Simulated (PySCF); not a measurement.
Molecule: bromobenzene (Brc1ccccc1, C6H5Br).

Molfile (atoms numbered from 1):
```
C6H5Br
     RDKit          3D

 12 12  0  0  0  0  0  0  0  0999 V2000
    2.4011   -0.8193    0.0612 Br  0  0  0  0  0  0  0  0  0  0  0  0
    0.5639   -0.3825    0.0535 C   0  0  0  0  0  0  0  0  0  0  0  0
    0.1792    0.9575    0.0485 C   0  0  0  0  0  0  0  0  0  0  0  0
   -1.1785    1.2729    0.0429 C   0  0  0  0  0  0  0  0  0  0  0  0
   -2.1388    0.2625    0.0423 C   0  0  0  0  0  0  0  0  0  0  0  0
   -1.7379   -1.0727    0.0473 C   0  0  0  0  0  0  0  0  0  0  0  0
   -0.3842   -1.4046    0.0530 C   0  0  0  0  0  0  0  0  0  0  0  0
    0.9363    1.7433    0.0491 H   0  0  0  0  0  0  0  0  0  0  0  0
   -1.4841    2.3218    0.0389 H   0  0  0  0  0  0  0  0  0  0  0  0
   -3.2011    0.5158    0.0378 H   0  0  0  0  0  0  0  0  0  0  0  0
   -2.4844   -1.8705    0.0469 H   0  0  0  0  0  0  0  0  0  0  0  0
   -0.0637   -2.4477    0.0570 H   0  0  0  0  0  0  0  0  0  0  0  0
  1  2  1  0
  2  3  2  0
  3  4  1  0
  4  5  2  0
  5  6  1  0
  6  7  2  0
  7  2  1  0
  3  8  1  0
  4  9  1  0
  5 10  1  0
  6 11  1  0
  7 12  1  0
M  END
```

Geometry PBE0-D3(BJ)/def2-SVP throughout; GIAO in PySCF, gas phase, one conformer, non-relativistic; equivalent atoms averaged; basis pcSseg-1.

For orientation, mPW1PW91 gives these shifts δ (against HBr, TMS at the same level): Br1 561.1, C2 143.2, C3/C7 138.3, C4/C6 135.1, C5 132.1, H8/H12 7.56, H9/H11 7.37, H10 7.31 ppm.

A run gave: Br1 602.2, C2 135.3, C3/C7 129.8, C4/C6 127.2, C5 123.8, H8/H12 7.51, H9/H11 7.37, H10 7.27 ppm (shifts δ (against HBr, TMS at the same level)).

Problem. Which functional was used in that run?
A. BHandHLYP
B. OPBE
C. BLYP
D. PBE

Solution. B. Br1 tells them apart best: OPBE gives 602.2, PBE gives 639.3, BHandHLYP gives 502.4, BLYP gives 635.5 ppm.
